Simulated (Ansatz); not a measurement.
Ideal-gas functions of Cl$_{2}$H$_{2}$O$_{2}$Ti (`[OH][Ti]([OH])([Cl])[Cl]`) at 298.15 K and 1 bar, from an Ansatz frequency run at PBE0-D4/def2-TZVP.

Molar mass 152.79 g/mol, point group Cs (symmetry number 1), electronic degeneracy 1, moments of inertia 208.481, 301.604, 361.647 u Å². Harmonic wavenumbers (cm⁻¹, unscaled): 98, 122, 160, 162, 186, 197, 266, 314, 404, 452, 494, 797, 828, 3915, 3936.

Use S(trans) = R[1.5 ln M + 2.5 ln T − 1.1517]; rotational temperatures θ = 24.2544 K / I; S(rot) = R[ln(√π/σ · √(T³/θAθBθC)) + 1.5]; for each mode x = 1.438777 ν̃/T, S = R[x/(eˣ − 1) − ln(1 − e⁻ˣ)] and H = RT x/(eˣ − 1); 1 cm⁻¹ = 0.0119627 kJ/mol; R = 8.31446 J/(mol·K).

Question: By hand: the entropy, in J/(mol·K).

Answer: Translation 171.6. Rotation: θ = 0.1163, 0.0804, 0.0671 K, giving 118.9. Vibration, mode by mode: 14.62, 12.84, 10.67, 10.57, 9.49, 9.04, 6.79, 5.61, 3.97, 3.30, 2.82, 0.88, 0.78, 0.00, 0.00, in all 91.4. Electronic 0.0. Sum 381.9 J/(mol·K).

Question: By hand: H − E and G − E in kJ/mol, counted from the electronic energy.

Answer: Zero-point energy ½ × 12331 × 0.0119627 = 73.8; thermal vibration 14.8; translation, rotation and pV give 4 RT = 9.9. H − E = 98.5 kJ/mol, and G − E = 98.5 − 298.15 × 381.9/1000 = -15.4 kJ/mol.

Vibration gives 24 % of the entropy, 27.5 J/(mol·K) of it from the modes under 150 cm⁻¹: soft modes count most, and the harmonic formula is weakest for them. The sum counts one conformer and one mirror image; others add a mixing term.
